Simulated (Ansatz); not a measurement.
A geometry relaxed with PBE0-D4/def2-TZVP (Ansatz, a first-principles code), charge 0, multiplicity 1:

```xyz
9

F     -1.8734     0.6208     0.5374
H     -1.4770    -1.3276     0.4558
H     -0.0297     0.1552    -1.9869
Si     0.5025    -0.0624    -0.6245
H      1.6023     1.3673     0.7216
F     -0.4366    -0.3827     1.8709
C     -0.9457    -0.3772     0.5932
H      1.3457    -1.2862    -0.5691
O      1.3119     1.2927    -0.1894
```

Problem. Write the SMILES of this molecule.

Solution. `O[SiH2]C(F)F`
